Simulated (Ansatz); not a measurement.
Job for Ansatz (a first-principles code): R-revPBE/def2-TZVPP on SiH4 (SMILES [SiH4]).

Ansatz 0.2 input:
```yaml
crystal:
  periodic: [false, false, false]
  atoms:
    - {symbol: Si, position_ang: [0.00000000, -0.00000000, -0.00000000]}
    - {symbol: H, position_ang: [0.85467615, 0.85467615, 0.85467615]}
    - {symbol: H, position_ang: [-0.85467615, -0.85467615, 0.85467615]}
    - {symbol: H, position_ang: [-0.85467615, 0.85467615, -0.85467615]}
    - {symbol: H, position_ang: [0.85467615, -0.85467615, -0.85467615]}
basis:
  gaussian:
    orbitals: def2-TZVPP
hamiltonian:
  xc: {name: revPBE}
scf: {lower_state_search: off}
```

The log:

```
WARN ansatz: RAYON_NUM_THREADS=4 ignored (pool sized by the plan → 4); use --threads N
Functional definition: revPBE
these checks for a lower state are left out or cut short: stability, starts, cluster_reference, orbital_swaps, neighbouring_geometries, increment
integrals: 0.02 GiB planned
524 factors; their error is unknown
mean field: 0.22 GiB planned
mean field evaluation 1: about -7940.1801 eV, gradient 1.4e1 eV
mean field evaluation 2: about -7940.7790 eV, gradient 7.2e0 eV
mean field evaluation 4: about -7940.9845 eV, gradient 1.3e-1 eV
mean field evaluation 8: about -7940.9688 eV, gradient 1.2e-1 eV
mean field -7940.96877719 eV, -291.8252199799 hartree, gradient 2.4e-6 eV, S^2 0.000000; 0 other end points of the search recorded, 0 dependent functions left out
reference -7940.96881994 eV, -291.8252215508 hartree; 9, 9 occupied and 89, 89 virtual orbitals, 524 factors
Total energy: -7940.96881994 eV, -291.8252215508 hartree
Checks for a lower state left out: stability, starts, cluster_reference, orbital_swaps, neighbouring_geometries, increment
```

The run converged.

Cost: about 0.7 core-seconds (a rough figure).
